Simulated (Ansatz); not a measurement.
Born–Oppenheimer molecular dynamics of BrCl4FH2W (9 atoms, charge 0, multiplicity 1). It starts at the highest image of a converged band. Of that band: Beside the main top the profile has a ripple of under 15 meV (maxima at images 2, 5), which may be a very shallow well or noise. A vibrational analysis at the climbing image gives one clearly imaginary mode, 63i cm⁻¹: a first-order saddle point.

Level of theory: RKS PBE/def2-SVP in Ansatz.

```json
{
 "ensemble": "NVE (velocity Verlet)",
 "time step": "0.5 fs",
 "steps asked": "200",
 "starting velocities drawn for": "300 K",
 "seed": "3731"
}
```

First frame:

```xyz
9
Properties=species:S:1:pos:R:3
W 0.173 0.268 -0.068
H 0.472 -0.288 1.809
Cl 2.388 -0.330 -0.221
Cl 0.334 2.111 -1.487
Cl -1.875 0.843 0.807
F -0.210 -1.552 0.428
Cl -0.565 -0.684 -2.055
Br 1.137 2.358 1.533
H 0.729 0.504 1.967
```

Problem. How far do the bonds stretch over the last three quarters of this one trajectory? (Pairs bonded in most of those frames.)

Solution. 
```json
{"bond": "W1–H2", "mean (Å)": "1.918", "spread (Å)": "0.048", "shortest": "1.83", "longest": "1.99"}
{"bond": "W1–Cl3", "mean (Å)": "2.302", "spread (Å)": "0.019", "shortest": "2.28", "longest": "2.34"}
{"bond": "W1–Cl4", "mean (Å)": "2.317", "spread (Å)": "0.030", "shortest": "2.28", "longest": "2.37"}
{"bond": "W1–Cl5", "mean (Å)": "2.320", "spread (Å)": "0.036", "shortest": "2.25", "longest": "2.37"}
{"bond": "W1–F6", "mean (Å)": "1.934", "spread (Å)": "0.029", "shortest": "1.89", "longest": "1.98"}
{"bond": "W1–Cl7", "mean (Å)": "2.321", "spread (Å)": "0.009", "shortest": "2.30", "longest": "2.33"}
{"bond": "W1–Br8", "mean (Å)": "2.907", "spread (Å)": "0.027", "shortest": "2.85", "longest": "2.96"}
{"bond": "W1–H9", "mean (Å)": "2.128", "spread (Å)": "0.042", "shortest": "2.05", "longest": "2.19"}
{"bond": "Br8–H9", "mean (Å)": "1.854", "spread (Å)": "0.078", "shortest": "1.72", "longest": "1.98"}
```

Pairs bonded in part of these frames only: H2–H9 59 %, Br8–H9 67 %.

Mean temperature of the second half: 128 K. The conserved energy stayed within 0.012 meV per atom of its start (net change 0.0093 meV per atom), so the integration is sound. A run of 0.1 ps of so small a system gives no equilibrium averages. The orbitals stay closed-shell, which can raise the energy where a bond breaks towards radicals; this wasn't checked here.

The run took 12 min on 4 threads of Arm Neoverse V1 (shared host), peak memory 0.3 GiB.
